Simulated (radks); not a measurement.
Problem. The table gives one normalised radial function P(r) = r R(r) of Dy40+ in [Ar] 3d8 (r in bohr). All-electron calculation, scalar-relativistic Kohn-Sham, r2SCAN, spin-polarised, spherical densities, finite nucleus; open shells are filled with parallel spins first (spin-orbit coupling, left out, can overturn this in heavy ions); meta-GGA in the generalised Kohn-Sham scheme; Fermi nuclear charge, rms radius 5.2218 fm. Program: a radial shooting solver on a logarithmic mesh with Libxc functionals.

| r | P |
|---|---|
| 0.00282 | 0.0369 |
| 0.004042 | 0.0677 |
| 0.005793 | 0.1230 |
| 0.008237 | 0.2165 |
| 0.01181 | 0.3743 |
| 0.01692 | 0.6158 |
| 0.02426 | 0.9375 |
| 0.03449 | 1.2556 |
| 0.04943 | 1.3754 |
| 0.07085 | 0.9551 |
| 0.1016 | -0.2016 |
| 0.1456 | -1.6638 |
| 0.207 | -2.3405 |
| 0.2967 | -1.6973 |
| 0.4252 | -0.6026 |
| 0.6095 | -0.0842 |
| 0.8667 | -0.0035 |
| 1.242 | 0.0000 |

Which n and l does it have? It may be an empty orbital.

Solution. n = 3, l = 1: the number of nodes gives n - l - 1 = 1, the rise at small r (about r^(l+1), flatter next to the nucleus through relativity) gives l, and the extent must fit the shell. The curve is that of 3p down; the table hardly tells the two spins apart. 3p down: eigenvalue -3443.1 eV, 1 radial node at r = 0.0965 bohr, <r> = 0.225 bohr, 90 % of the charge inside 0.334 bohr.
